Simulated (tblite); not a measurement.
Compound: C6H7O3 (doublet state).
Cartesian coordinates in Å at the GFN2-xTB level; atoms count from 1:
```xyz
16
C6H7O3 angstrom
C      2.7471    0.3138   -0.2820
O      1.5706   -0.0626   -0.9667
C      0.3691   -0.0498   -0.3558
C     -0.7232   -0.4562   -1.1522
C     -1.9763   -0.4897   -0.6504
C     -2.2418   -0.1017    0.7580
O     -1.1119    0.3088    1.5049
C      0.1577    0.3499    1.0235
O      1.0255    0.7215    1.7888
H      3.5471    0.2073   -1.0141
H      2.6937    1.3464    0.0671
H      2.9340   -0.3336    0.5768
H     -0.5125   -0.7354   -2.1733
H     -2.8249   -0.7949   -1.2382
H     -2.9654    0.7289    0.7964
H     -2.6964   -0.9437    1.3059
```

Level: GFN2-xTB in tblite, geometry and Hessian alike; calculated harmonic values, unscaled, isolated species. This tight-binding method is rough: wavenumbers can miss measured ones by several per cent, in bad cases by 10 to 20. One conformer, not necessarily the lowest. Open shells enter through the occupations alone, without spin polarisation, and single modes of such species can be off by tens of per cent.

Harmonic wavenumbers (cm⁻¹): 39.0, 93.7, 124.1, 188.9, 247.8, 289.3, 376.1, 408.7, 411.1, 520.2, 579.9, 656.0, 707.3, 716.3, 825.0, 891.7, 948.9, 959.2, 1017.2, 1059.4, 1103.0, 1109.7, 1143.3, 1169.8, 1175.7, 1253.4, 1307.8, 1346.2, 1387.3, 1412.6, 1443.3, 1443.6, 1455.7, 1568.0, 1685.9, 2814.9, 2861.4, 2978.2, 2992.3, 3018.0, 3093.4, 3121.0.

A = 3098, B = 1459, C = 1004 MHz; mass 127.040 u (most abundant isotopes); point group Cs, symmetry number 1; spin multiplicity 2.

**Question.** Zero-point energy?

**Answer.** ½Σν̃ = 25972 cm⁻¹ = 74.26 kcal/mol.

**Question.** What is S at 500 K and 1 bar for an ideal gas of classical rigid rotors and harmonic oscillators?

**Answer.** Translation 43.03, rotation 30.19, vibration 40.61, spin (R ln 2) 1.38: S = 115.2 cal/(mol K).

**Question.** And Cp and H(500 K) − H(0)?

**Answer.** Cp = 49.42 cal/(mol K), of which vibrations give 41.47 (their classical limit is 42 R = 83.5); H(500 K) − H(0) = 14.51 kcal/mol without the zero-point energy, 10.53 from vibrations.

**Question.** Which modes carry the vibrational entropy at 500 K?

**Answer.** 39.0 cm⁻¹: 6.33; 93.7 cm⁻¹: 4.60; 124.1 cm⁻¹: 4.04; 188.9 cm⁻¹: 3.22; 247.8 cm⁻¹: 2.70; 289.3 cm⁻¹: 2.41 cal/(mol K); the other 36 give 17.30 together.

**Question.** How do the functions run with temperature in this model?

**Answer.** 
```
T (K)  S (cal/(mol K))  Cp (cal/(mol K))  H − H(0) (kcal/mol)  G − H(0) (kcal/mol)  ln q(vib)
  100             68.7              16.3                 1.19                -5.67       1.45
  200             82.5              24.7                 3.24               -13.27       3.51
  300             94.2              33.4                 6.14               -22.11       5.60
  800            142.1              64.5                31.82               -81.82      16.05
 1000            157.2              70.8                45.39              -111.78      19.94
```

q(vib) and H(0) count from the zero-point level.

**Question.** Blend soft modes into free rotors: weight 1/[1 + (100 cm⁻¹/ν̃)⁴] for the oscillator and the rest for a rotor with moment μB/(μ + B), μ = h/(8π²ν), B = 10⁻⁴⁴ kg m². What vibrational entropy results?

**Answer.** 37.66 cal/(mol K) in place of 40.61, which changes −T·S at 500 K by +1.47 kcal/mol.

Hindered rotation and anharmonicity are outside this model. Other conformers, if any are populated, would add a mixing term that is left out.
